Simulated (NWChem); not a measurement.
Species: HfI$_{3}$ cation; SMILES [I][Hf+]([I])[I]

```xyz
4

Hf     0.0000     0.0000     0.0000
I     -1.8602    -1.8602     0.0000
I     -0.6809     2.5410     0.0000
I      2.5410    -0.6809     0.0000
```
Atoms are numbered in this order, from 1.

Results from NWChem. Medium grid unless said otherwise, to which SCAN and Minnesota functionals are sensitive. The geometry was optimised at PBE0/def2-SVP. Not confirmed as a minimum by frequencies. This spin state was assumed; another may lie lower. def2 effective core potentials on I, Hf; no spin-orbit coupling. Total energies of different functionals are on different scales.

| level | energy (Ha) | highest occupied level (eV) | orbital gap (eV) |
|---|---|---|---|
| B3LYP/def2-SVP | -941.3013 | -12.10 | 3.06 |
| PBE/def2-SVP | -940.9949 | -11.29 | 1.82 |
| BHandHLYP/def2-SVP | -940.7520 | -13.26 | 5.17 |
| B97-2/def2-SVP | -941.9765 | -12.14 | 3.45 |
| B3PW91/def2-SVP | -941.4610 | -12.22 | 3.36 |
| LRC-wPBEh/def2-SVP | -941.0639 | (withheld) | (withheld) |
| PW6B95/def2-SVP | -941.5626 | -12.40 | 3.71 |
| r2SCAN0/def2-SVP | -941.2540 | -12.62 | 3.92 |

**Question.** What belongs in the gaps?

**Answer.** 
- LRC-wPBEh/def2-SVP, highest occupied level (eV): -14.12
- LRC-wPBEh/def2-SVP, orbital gap (eV): 7.00
